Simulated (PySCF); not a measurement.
# Löwdin shares of the frontier orbitals

Compound: cis-Si(H2O)2F4.
Structure used (PBE0-D3(BJ)/def2-SVP), in Å, numbered top down from 1:
```
atom  x, y, z in Å
Si1   -0.4305   -0.0180   -0.4340
O2    -0.3770   -0.0365    1.5772
H3    -0.8945   -0.8073    1.8506
H4    -0.8596    0.7534    1.8599
F5    -0.2239    0.0044   -2.0543
O6     1.5761    0.0091   -0.2998
H7     1.8530    0.8097   -0.7682
H8     1.8786   -0.7488   -0.8205
F9    -2.0581   -0.0390   -0.3033
F10   -0.2266    1.6057   -0.1780
F11   -0.1853   -1.6391   -0.2188
```

Method used: TDDFT CAM-B3LYP/def2-SVPD, vertical, gas phase, core orbitals frozen in the response in PySCF.

Kohn–Sham orbitals with the atoms that hold most of them (Löwdin shares over 4%, at most four atoms; ? is withheld):

```tsv
orbital	ε (eV)	atoms
HOMO-3	-12.47	F10 20%, F11 19%, O2 17%, O6 17%
HOMO-2	-12.28	F5 29%, F9 26%, F11 22%, F10 21%
HOMO-1	-12.21	?
HOMO	-12.13	?
LUMO	0.08	Si1 23%, O2 17%, O6 16%, H4 8%
LUMO+1	0.69	O6 26%, O2 25%, H8 9%, H7 9%
LUMO+2	1.95	O2 24%, O6 23%, F10 9%, F11 9%
```

(1) Which atoms hold the HOMO, and with what shares?

(2) Give the leading atoms of the HOMO-1.

(3) The HOMO–LUMO gap is 12.21 eV. Where does the response calculation put the lowest singlet, and from which orbitals?

(4) One configuration dominates each of S3, S4 and S8. Which, and how do the shares of the two leading atoms of either orbital change from the occupied to the empty one?

Results:

(1) F5 (bonded to Si) 36%; F9 (bonded to Si) 35%; O6 (bonded to Si and 2 H) 13%; O2 (bonded to Si and 2 H) 12%. By element: fluorine 71% or more, oxygen 26%.

(2) F9 (bonded to Si) 32%; F5 (bonded to Si) 29%; F11 (bonded to Si) 20%; F10 (bonded to Si) 18%.

(3) S1 is at 8.99 eV (f = 0.028), 3.21 eV below the gap, made of HOMO→LUMO (68%), HOMO-3→LUMO+1 (14%). Without the coupling terms of the response equations the lowest excitation would equal the gap.

(4) 
- S3 (9.37 eV, f 0.0000), HOMO-1→LUMO (87%): F9 32% → at most 8%, F5 29% → at most 8%, Si1 at most 2% → 23%, O2 at most 2% → 17%
- S4 (9.42 eV, f 0.011), HOMO-2→LUMO (87%): F5 29% → at most 8%, F9 26% → at most 8%, Si1 at most 3% → 23%, O2 at most 3% → 17%
- S8 (10.27 eV, f 0.0001), HOMO-2→LUMO+1 (77%): F5 29% → at most 9%, F9 26% → at most 9%, O6 at most 3% → 26%, O2 at most 3% → 25%

Löwdin shares depend on the basis, the more so with diffuse functions.
